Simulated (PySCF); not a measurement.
# Excitation energy of Ti by level of theory

Ti [Ar] 3d2 4s2 (3F) → Ti [Ar] 3d4 (5D), as a difference of total energies. Computed with PySCF 2.14 in aug-cc-pVDZ-DK (7s6p4d2f, 59 functions), with the spin-free X2C one-electron Hamiltonian (Gaussian nucleus). Correlated levels: valence: [Ar] frozen. The calculations carry no spin-orbit coupling.

```tsv
method	excitation energy (eV)
UHF	4.561
MP2 (valence)	4.019
SCS-MP2 (valence)	5.034
CCSD (valence)	4.090
CCSD(T) (valence)	4.020
```

**Question.** How much does correlation contribute at CCSD(T) (valence)?

**Answer.** 4.020 − (4.561) = -0.541 eV, measured against UHF.

The coupled-cluster amplitudes are large for the upper state (T1 above 0.03 or a double amplitude above 0.15), so a single reference is strained.
